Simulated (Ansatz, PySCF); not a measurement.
Ga(Me)(SeH)2 (CH5GaSe2), SMILES [CH3][Ga]([SeH])[SeH]. Atoms are numbered in the order given.

```xyz
9

Ga     0.6546     0.0356     0.0000
C      2.6093     0.0127     0.0000
H      2.9926     0.5366     0.8899
H      2.9926     0.5366    -0.8899
H      3.0006    -1.0152     0.0000
Se    -0.5954     1.9815     0.0000
H      0.5898     2.8460     0.0000
Se    -0.5847    -1.9149     0.0000
H     -1.8702    -1.2103     0.0000
```

The structure is a stationary point at ωB97X-D3(BJ)/def2-SVP. Other conformers were not sampled.

Two levels are set side by side: PBE-D3(BJ)/def2-SVP (Ansatz, a first-principles code) and ωB97X-D3(BJ)/def2-SVP (PySCF). Each level has its own optimised geometry; the coordinates shown are those of the second. Differences are taken from unrounded values.

```csv
quantity,ωB97X-D3(BJ),PBE-D3(BJ),PBE-D3(BJ) minus ωB97X-D3(BJ)
mean bond length (Å),1.602,1.621,0.020
bond Ga1–C2 (Å),1.955,1.973,0.018
bond Ga1–Se6 (Å),2.313,2.352,0.040
bond Ga1–Se8 (Å),2.311,2.350,0.039
bond C2–H3 (Å),1.101,1.108,0.007
bond C2–H4 (Å),1.101,1.108,0.007
bond C2–H5 (Å),1.100,1.107,0.007
bond Se6–H7 (Å),1.467,1.486,0.019
bond Se8–H9 (Å),1.466,1.485,0.019
```

GGA bonds tend to be longer and softer than those of functionals with exact exchange. Differences between two approximate levels are no errors against the true value.
